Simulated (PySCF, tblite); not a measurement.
Isomers of C4H8F2O2Si, one GFN2-xTB conformer each. Single-point energies are computed at PBE0/pcSseg-1 (PySCF, gas phase, no added dispersion term), electronic only.

```csv
SMILES,GFN2-xTB relative energy (kcal/mol)
CO[SiH2]C(OC)=C(F)F,62.7
FC(F)[C@H]1CCO[SiH2]O1,0.0
```

Conformers: `[CH3:1][O:2][SiH2:3][C:4]([O:5][CH3:6])=[C:7]([F:8])[F:9]` with C1–O2–Si3–C4 -61°, O2–Si3–C4–O5 40°, Si3–C4–O5–C6 180°; `[F:1][CH:2]([F:3])[C@H:4]1[CH2:5][CH2:6][O:7][SiH2:8][O:9]1` with F1–C2–C4–C5 -58°, C2–C4–C5–C6 72°, C4–C5–C6–O7 55°, C5–C6–O7–Si8 -41°, C6–O7–Si8–O9 22°.

What does PBE0/pcSseg-1 give for the same structures?

| SMILES | PBE0/pcSseg-1 E (Eh) | PBE0/pcSseg-1 (kcal/mol) | GFN2-xTB (kcal/mol) | point group |
| --- | --- | --- | --- | --- |
| FC(F)[C@H]1CCO[SiH2]O1 | -796.21651 | 0.0 | 0.0 | C1 |
| CO[SiH2]C(OC)=C(F)F | -796.11614 | 63.0 | 62.7 | C1 |

Both levels put the same isomer lowest. As drawn, the higher has an Si–C bond and a C=C bond outside aromatic rings, which the lower lacks.

Which frontier levels, dipoles and rotational constants go with these structures?

| SMILES | HOMO (eV, PBE0/pcSseg-1) | LUMO (eV) | dipole (D) | A, B, C (MHz) |
| --- | --- | --- | --- | --- |
| FC(F)[C@H]1CCO[SiH2]O1 | -7.92 | 0.91 | 1.22 | 2409, 1083, 991.0 |
| CO[SiH2]C(OC)=C(F)F | -6.69 | 0.34 | 2.57 | 2024, 906.4, 652.1 |

What happens when harmonic zero-point energies from GFN2-xTB frequencies are added?

| SMILES | ZPE (kcal/mol) | electronic (kcal/mol) | with ZPE (kcal/mol) |
| --- | --- | --- | --- |
| FC(F)[C@H]1CCO[SiH2]O1 | 75.6 | 0.0 | 0.0 |
| CO[SiH2]C(OC)=C(F)F | 72.3 | 63.0 | 59.6 |

The zero-point energies span 3.3 kcal/mol. The order is unchanged.
